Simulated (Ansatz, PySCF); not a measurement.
ReO₄, SMILES [Re-](=[O])(=[O])(=[O])=[O], charge -1, multiplicity 1. Atoms are numbered in the order given.

```xyz
5

Re     0.0000     0.0000     0.0000
O      0.9999     0.9999    -0.9999
O     -0.9999     0.9999     0.9999
O     -0.9999    -0.9999    -0.9999
O      0.9999    -0.9999     0.9999
```
Charge -1, spin multiplicity 1.

Coordinates come from a PBE0-D3(BJ)/def2-SVPD optimisation. The multiplicity is an assumed one; other spin states were not compared. The isomer is the one that the SMILES or the coordinates give; other isomers of the formula were not compared. The def2 effective core potentials stand for the cores of Re; spin–orbit coupling is left out.

Two levels are set side by side: PBE-D3(BJ)/def2-SVPD (Ansatz, a quantum-chemistry and plane-wave program) and PBE0-D3(BJ)/def2-SVPD (Ansatz). Each level has its own optimised geometry; the coordinates shown are those of the second. Frequencies come from the Hessian of PySCF at each geometry. Differences are taken from unrounded values.

```
quantity                            PBE0-D3(BJ)
----------------------------------  -----------
mean bond length (Å)                      1.732
bond Re1–O2 (Å)                           1.732
bond Re1–O3 (Å)                           1.732
bond Re1–O4 (Å)                           1.732
bond Re1–O5 (Å)                           1.732
highest harmonic wavenumber (cm⁻¹)         1000
mean harmonic wavenumber (cm⁻¹)             610
zero-point energy (kcal/mol)               7.85
```

**Question.** What does PBE-D3(BJ) give, and how far is it from PBE0-D3(BJ)? (An estimate is asked for; the answer gives what the named calculation found.)

**Answer.** 
```csv
quantity,PBE-D3(BJ),PBE-D3(BJ) minus PBE0-D3(BJ)
mean bond length (Å),1.756,0.024
bond Re1–O2 (Å),1.756,0.024
bond Re1–O3 (Å),1.756,0.024
bond Re1–O4 (Å),1.756,0.024
bond Re1–O5 (Å),1.756,0.024
highest harmonic wavenumber (cm⁻¹),933,-68
mean harmonic wavenumber (cm⁻¹),575,-35
zero-point energy (kcal/mol),7.40,-0.45
```

GGA bonds tend to be longer and softer than those of functionals with exact exchange. Differences between two approximate levels are no errors against the true value.
